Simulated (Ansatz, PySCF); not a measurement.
BFH, SMILES [BH]F (connectivity only; charge and spin as stated), charge +1, multiplicity 1.

Coordinates come from a PBE0-D3(BJ)/def2-TZVPD optimisation. The spin state was assumed, not searched. The isomer is the one that the SMILES or the coordinates give; other isomers of the formula were not compared.

Vertical ionisation energy (IE) and electron affinity (EA) in eV. Rows of orbital energies are one-electron estimates. Where ΔSCF, EOM or ADC give a negative EA the extra electron is unbound and the value depends on the basis.

```
level                                                                    IE     EA
--------------------------------------------------------------------  -----  -----
−ε(HOMO), −ε(LUMO), B3LYP/def2-TZVPD (PySCF)                          21.96   9.77
−ε(HOMO), −ε(LUMO), M06-2X/def2-TZVPD (PySCF)                         23.76   8.17
−ε(HOMO), −ε(LUMO), PBE/def2-TZVPD (PySCF)                            20.46  10.62
EOM-CCSD/aug-cc-pVDZ (PySCF)                                          26.28   6.24
ADC(3)/aug-cc-pVDZ (PySCF)                                            26.02   6.26
ΔSCF, PBE0/def2-TZVPD (Ansatz), final states of multiplicity 2 and 2  26.09   6.67
ΔSCF, PBE/def2-TZVPD (Ansatz), final states of multiplicity 2 and 2   25.87   6.67
```

Question: What vertical singlet–triplet gap does ΔSCF give with PBE0/def2-TZVPD (Ansatz, an electronic-structure program) and with PBE/def2-TZVPD (Ansatz)? (The exact figures need the calculation; the answer reports its results.)

Answer: 9.18 and 9.10 eV (triplet above singlet where positive).

Computed lowest 1s main lines (those of the lightest heavy element) from CVS-ADC(2)-x/aug-cc-pVDZ (PySCF, non-relativistic), with pole strengths:
214.4 eV (1.67).

Question: Beyond the first one, list the lowest photoelectron lines from PySCF 2.14.0 with ADC(3)/aug-cc-pVDZ with their pole strengths (two spins summed). (An estimate is asked for; the answer gives what the named calculation found.)

Answer: 28.17 eV (1.83), 28.17 eV (1.83), 31.14 eV (1.83).
